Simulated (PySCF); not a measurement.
Two probes of the same atoms: core binding energy and nuclear shielding

Species: AlEt2(CCH), C6H11Al.
Structure used (PBE0-D3(BJ)/def2-SVP), in Å, numbered top down from 1:
```
atom  x, y, z in Å
Al1    0.0397    0.0538   -0.0332
C2     1.9699    0.0260    0.3178
C3     2.4976   -1.1216    1.1790
H4     2.2707    1.0041    0.7364
H5     2.4541   -0.0012   -0.6794
H6     3.5976   -1.1152    1.2595
H7     2.1020   -1.0768    2.2066
H8     2.2056   -2.1028    0.7729
C9    -0.9558    1.6971   -0.4274
C10   -2.3390    1.5401   -1.0585
H11   -0.3126    2.3483   -1.0488
H12   -1.0367    2.2444    0.5331
H13   -2.8565    2.5061   -1.1818
H14   -2.2817    1.0765   -2.0564
H15   -2.9933    0.8934   -0.4526
C16   -0.9085   -1.6223   -0.0020
C17   -1.4952   -2.6950    0.0036
H18   -2.0141   -3.6379    0.0091
```

Binding energies: PySCF 2.14.0, delta-SCF UKS SCAN, pcX-2 on the ionised atom, pcseg-1 elsewhere, spin-free X2C. Shieldings: GIAO B3LYP/pcSseg-1 (pcSseg-2 on Al), non-relativistic, same geometry.

```
atom  isotropic shielding (ppm)
  C2                      173.0
  C3                      168.7
 C16                       83.5
 C17                       73.4
```

**Question.** What are the C 1s binding energies of these atoms?

**Answer.** 
```tsv
atom	environment	C 1s (eV)	isotropic shielding (ppm)
C2	carbon bonded to Al, C and 2 H	289.53	173.0
C16	carbon bonded to Al and C	289.65	83.5
C17	carbon bonded to C and H	290.16	73.4
C3	carbon bonded to C and 3 H	290.38	168.7
```

**Question.** Among the listed atoms, is the one with the highest binding energy also the least shielded?

**Answer.** No. The highest binding energy is at C3 (290.38 eV, shielding 168.7 ppm), the lowest shielding at C17 (73.4 ppm, 290.16 eV).

By binding energy: C2 < C16 < C17 < C3. By shielding: C17 < C16 < C3 < C2.

Of atoms equivalent by bonding only the ionised one is listed; its partners' own values can differ in this conformer. Spin contamination (⟨S²⟩ against 0.75 for a pure doublet) is marked for C 1s of C16 (0.87) and C 1s of C17 (0.86), which makes these values less certain. Isolated species at its PBE0-D3(BJ)/def2-SVP geometry (one conformer only).
